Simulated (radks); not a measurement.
Question: All-electron atom: Lu56+ in [Ne] 3s2 3p3 (the NIST ground configuration). Calculated with a radial shooting solver on a logarithmic mesh with Libxc functionals: Dirac Kohn-Sham, OLYP, spin-unpolarised, spherical densities, point nucleus; open shells fill j = l - 1/2 first.

Spin-orbit splittings of the eigenvalues, e(l+1/2) - e(l-1/2), with zeta = 2 splitting/(2l+1) and mean radii in bohr:

shell  occ.  splitting (eV)  zeta (eV)  <r> j=l-1/2  <r> j=l+1/2
2p        6            1145      763.2      0.06655      0.07388
3p        3           299.2      199.5       0.1835       0.1945
3d        0           71.42      28.57       0.1669       0.1704
4p        0               ?          ?       0.3597       0.3752
4f        0           11.46      3.275       0.3079       0.3100

Estimate the 4p splitting.

Answer: 113.7 eV (zeta = 75.79 eV).
